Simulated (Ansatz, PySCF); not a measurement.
H₅OSi₂, SMILES [SiH2]O[SiH3] (connectivity only; charge and spin as stated), charge +1, multiplicity 1. Atoms are numbered in the order given.

```xyz
8

Si     1.5754    -0.4042     0.2494
O      0.1062     0.0232     0.0555
Si    -1.5539     0.3337    -0.2959
H      2.0800    -1.5800    -0.4749
H      2.4172     0.3874     1.1570
H     -1.5449     1.6872    -0.8765
H     -1.9524    -0.7222    -1.2432
H     -2.2161     0.2421     1.0164
```
Charge +1, spin multiplicity 1.

Geometry: PBE0-D3(BJ)/def2-TZVP. The multiplicity is an assumed one; other spin states were not compared. The isomer is the one that the SMILES or the coordinates give; other isomers of the formula were not compared.

Two levels are set side by side: PBE-D3(BJ)/def2-TZVP (Ansatz, a program for electronic structure) and PBE0-D3(BJ)/def2-TZVP (Ansatz). Each level has its own optimised geometry; the coordinates shown are those of the second. Frequencies come from the Hessian of PySCF at each geometry. Differences are taken from unrounded values.

```tsv
quantity	PBE0-D3(BJ)
mean bond length (Å)	1.518
bond Si1–O2 (Å)	1.542
bond O2–Si3 (Å)	1.725
bond Si1–H4 (Å)	1.470
bond Si1–H5 (Å)	1.469
bond Si3–H6 (Å)	1.473
bond Si3–H7 (Å)	1.473
bond Si3–H8 (Å)	1.473
highest harmonic wavenumber (cm⁻¹)	2352
mean harmonic wavenumber (cm⁻¹)	1120
zero-point energy (kcal/mol)	28.82
```

### Question
What does PBE-D3(BJ) give, and how far is it from PBE0-D3(BJ)? (Estimate from the structure and the level; the computed values follow.)

### Answer

```csv
quantity,PBE-D3(BJ),PBE-D3(BJ) minus PBE0-D3(BJ)
mean bond length (Å),1.531,0.013
bond Si1–O2 (Å),1.560,0.018
bond O2–Si3 (Å),1.746,0.021
bond Si1–H4 (Å),1.482,0.012
bond Si1–H5 (Å),1.480,0.011
bond Si3–H6 (Å),1.482,0.009
bond Si3–H7 (Å),1.483,0.010
bond Si3–H8 (Å),1.482,0.009
highest harmonic wavenumber (cm⁻¹),2280,-73
mean harmonic wavenumber (cm⁻¹),1083,-37
zero-point energy (kcal/mol),27.86,-0.96
```

GGA bonds tend to be longer and softer than those of functionals with exact exchange. Differences between two approximate levels are no errors against the true value.
